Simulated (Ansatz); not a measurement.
Consider the formal exchange of groups at a Ge–N bond: `[OH][GeH2][NH][SiH3]` + `C#C[SiH2]O` → `O[SiH2]C#[C][GeH2][OH]` + `N[SiH3]`.

Program: Ansatz. Geometries: PBE0-D4/def2-TZVP. ΔE: electronic, gas phase. CBS: MP2 limit from def2 TZ/QZ plus the TZ coupled-cluster correction, frozen cores. This one scheme is used for every species. Functionals use def2-TZVPP. For Ge outer-core shells are correlated without core-valence functions, which leaves a few kJ/mol of doubt a bond. Scalar relativity is left out up to krypton. Each species was taken in one conformer, which may not be the lowest.

Task: Is it downhill or uphill in electronic energy at CCSD(T)/CBS, and by how much? (Best estimate.)

Result: Ansatz gave: Uphill: ΔE = +2.4 kcal/mol.

Task: What do these levels give: PBE0-D4, ωB97X-V, B2PLYP, PBE0, HF/def2-TZVPP, MP2/def2-TZVPP, SCS-MP2/def2-TZVPP, CCSD/def2-TZVPP, CCSD(T)/def2-TZVPP, MP2/def2-QZVPP, HF/CBS(def2), CCSD/CBS(def2)? (Estimate.)

Result: Computed: PBE0-D4 1.3, ωB97X-V 2.2, B2PLYP 1.5, PBE0 0.8, HF/def2-TZVPP 1.8, MP2/def2-TZVPP 1.6, SCS-MP2/def2-TZVPP 1.7, CCSD/def2-TZVPP 2.0, CCSD(T)/def2-TZVPP 1.9, MP2/def2-QZVPP 2.0, HF/CBS(def2) 2.0, CCSD/CBS(def2) 2.5 kcal/mol.

Largest T1 diagnostic among the species: 0.012.

The D4 term adds +0.9 kcal/mol with B3LYP and +0.5 kcal/mol with PBE0; it sums over pairs of atoms, weighted by their polarisabilities, and B3LYP, whose exchange is more repulsive, gets the larger term.

B3LYP here is the variant with VWN-RPA as its local correlation; programs differ in this.
